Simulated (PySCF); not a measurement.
## Two-photon absorption: `C(c1ccc([Se]C)cc1)=S`, C$_{8}$H$_{8}$SSe

Cartesian coordinates in Å; atom numbers follow the order of the lines, from 1:
```xyz
18

C     3.746   -0.811   -0.385
Se    2.989    0.863    0.219
C     1.144    0.500    0.023
C     0.255    1.535    0.376
C    -1.109    1.353    0.263
C    -1.639    0.134   -0.205
C    -3.068   -0.089   -0.336
S    -4.270    0.953    0.010
C    -0.744   -0.890   -0.555
C     0.630   -0.716   -0.444
H     4.835   -0.691   -0.309
H     3.432   -1.642    0.261
H     3.480   -1.010   -1.432
H     0.647    2.488    0.742
H    -1.809    2.147    0.534
H    -3.324   -1.092   -0.716
H    -1.138   -1.842   -0.920
H     1.295   -1.534   -0.725
```

Theory: TDDFT CAM-B3LYP/aug-cc-pVDZ excited states, vertical, gas phase (PySCF 2.14.0). Geometry: PBE0-D3(BJ)/def2-SVP.

The calculation is non-relativistic, which matters for the atoms heavier than Zn.

Give the one- and two-photon strengths of the lowest singlets.

δ for parallel linear polarisation; σ at the peak of a Lorentzian of half width 0.1 eV, single beam; Ω is circular over linear.
| state | E (eV) | f | photon λ (nm) | δ (au) | σ (GM) | Ω | main |
| --- | --- | --- | --- | --- | --- | --- | --- |
| S1 | 2.25 | 0.000 | 1102 | 0.37 | 0.00 | 1.50 | HOMO−1→LUMO 0.95 |
| S2 | 3.70 | 0.646 | 671 | 6150 | 30.80 | 0.68 | HOMO→LUMO 0.94 |
| S3 | 4.50 | 0.003 | 551 | 79.6 | 0.59 | 1.49 | HOMO→LUMO+2 0.34, HOMO−2→LUMO 0.33 |
| S4 | 4.76 | 0.000 | 521 | 17.3 | 0.14 | 1.50 | HOMO→LUMO+1 0.40, HOMO→LUMO+9 0.17 |
| S5 | 5.01 | 0.002 | 495 | 3370 | 30.97 | 0.77 | HOMO−2→LUMO 0.58, HOMO→LUMO+2 0.27 |
| S6 | 5.30 | 0.126 | 468 | 2800 | 28.79 | 0.69 | HOMO−3→LUMO 0.59, HOMO→LUMO+2 0.35 |
